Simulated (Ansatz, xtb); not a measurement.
**C4H6BN: 3 structures ranked**

3 gas-phase structures of C4H6BN, from a drawn sample of its isomers (lower ones may exist). Each was relaxed with GFN2-xTB:

A. `B[C@@H]1C[C@@H]1C#N`, a singlet
B. `BC1(C#N)CC1`, a singlet
C. `B[C@@H]1C[C@H]1C#N`, a singlet

Q: Make a reasoned guess at their ranking by r2SCAN-D4/def2-SVP single-point energy.

A: Calculated order at r2SCAN-D4/def2-SVP: B (0.0), C (0.9), A (1.8) kcal/mol. Less than 1 kcal/mol parts B and C; C and A, so the order within those pairs means little.

Energies above the lowest of each column, in kcal/mol; the last columns are at PBE-D3(BJ)/def2-SVP geometries:

```tsv
structure	GFN2-xTB	HF/STO-3G	r2SCAN-D4/def2-SVP	PBE-D3(BJ)/def2-SVP	CCSD(T)/def2-SVP + ΔMP2/def2-TZVPP
B	0.0	0.0	0.0	0.0	0.0
C	1.0	1.0	0.9	0.8	1.8
A	1.7	1.6	1.8	1.6	2.5
```

Every level run on B puts it lowest or level with the lowest. Flexible structures stand in one conformer each, not always the lowest. ΔMP2 is the change of the MP2 energy from the smaller to the larger basis.

Programs: Ansatz 0.2.0, xtb 6.7.1.
